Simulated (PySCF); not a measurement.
SMILES Cl[C]=C(Cl)Cl (C2Cl3), doublet (B3LYP/def2-SVP optimised geometry):

```
5

Cl    -0.932    -2.157     0.001
C     -1.220    -0.515     0.000
C     -0.497     0.592     0.000
Cl     1.252     0.592     0.000
Cl    -1.252     2.157     0.000
```

Calculation: PySCF 2.14.0 with unrestricted B3LYP/def2-TZVP.

**Question.** What are the frontier orbital energies (α orbitals alone; a β orbital can be the lowest empty one) and the dipole moment?

**Answer.** HOMO-2 -9.01 eV, HOMO-1 -7.59 eV, HOMO -7.34 eV, LUMO -1.01 eV, LUMO+1 -0.62 eV; dipole moment 0.84 D.

On the same geometry PySCF 2.14.0 with unrestricted PBE/def2-TZVP gives HOMO-2 -7.87 eV, HOMO-1 -6.41 eV, HOMO -6.37 eV, LUMO -1.72 eV, LUMO+1 -1.50 eV; dipole moment 0.85 D.

Meta-Löwdin charges at B3LYP/def2-TZVP: Cl1 0.13, C2 -0.09, C3 -0.04, Cl4 -0.01, Cl5 0.01.
